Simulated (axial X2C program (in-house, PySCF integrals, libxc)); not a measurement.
## Correcting the dissociation energy of LiGe for spin–orbit coupling

A spin-free CCSD(T) curve (one-electron X2C) was computed with an axial X2C code built on PySCF integrals, basis Ge dyall-cv3z [9s9p7d4f1g], Li dyall-cv3z [7s8p2d] (cores contracted in-house), for the state M_S = 3/2, Λ = 0 (beyond evenly filled blocks: σα, π+α, π-α). It gives D0 = 1.670 eV to Ge + Li, which in a spin-free picture are the weighted means of the ground terms.

Correlated methods: 15 electrons correlated (number of frozen shells: Ge 3 s, 2 p; Li 1 s), 209 virtual spin orbitals or spinors in MP2, 89 natural virtuals in coupled cluster.

Measured levels of the ground terms (NIST Handbook of Basic Atomic Spectroscopic Data), in cm⁻¹: Ge 3P: J = 0 at 0, J = 1 at 557.1, J = 2 at 1410; Li 2S: J = 1/2 at 0.

The molecular state has Λ = 0, so it has no first-order lowering.

Problem. How far does each ground level lie under the (2J+1)-weighted mean of its term?

Solution. Ge: (1 × 0 + 3 × 557.1 + 5 × 1410)/9 = 969 cm⁻¹; Li: a single level, 0.

Problem. Correct D0.

Solution. D0 = 1.670 + (0 − 969)/8065.5 = 1.550 eV at CCSD(T) with these spin–orbit terms.

Second-order spin–orbit effects in the molecule, which grow quickly with Z, are left out. The state is one determinant whose occupation by symmetry is held fixed; it was picked as the lowest of a PBE0 search that is not exhaustive. Dissociation energies refer to the lowest single-determinant-based atoms at the same level and basis. CCSD and (T) use frozen natural virtuals with an MP2 correction for the truncation; (T) itself is uncorrected, so its De runs slightly low. Other states lie close and PBE0, whose exact exchange favours high spin, may order them wrongly; the determinant shown need not be the ground state. The nearest other spin-free determinant of the search, M_S = 1/2, Λ = 1, lies 0.64 eV up at the distance of the search.
